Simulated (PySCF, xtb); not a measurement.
AlF2, SMILES [F][Al][F], multiplicity 2.

Harmonic wavenumbers (cm⁻¹) from xtb 6.7.1 with GFN2-xTB at its own minimum, in rising order: 116, 635, 820.

Problem. What does ωB97X-D3(BJ)/def2-TZVP in PySCF 2.14.0 give at its own minimum? (The exact figures need the calculation; the answer reports its results.)

Solution. 237, 753, 896. Paired by order, the mean absolute difference is 105 cm⁻¹ and the zero-point energies are 2.2 and 2.7 kcal/mol.
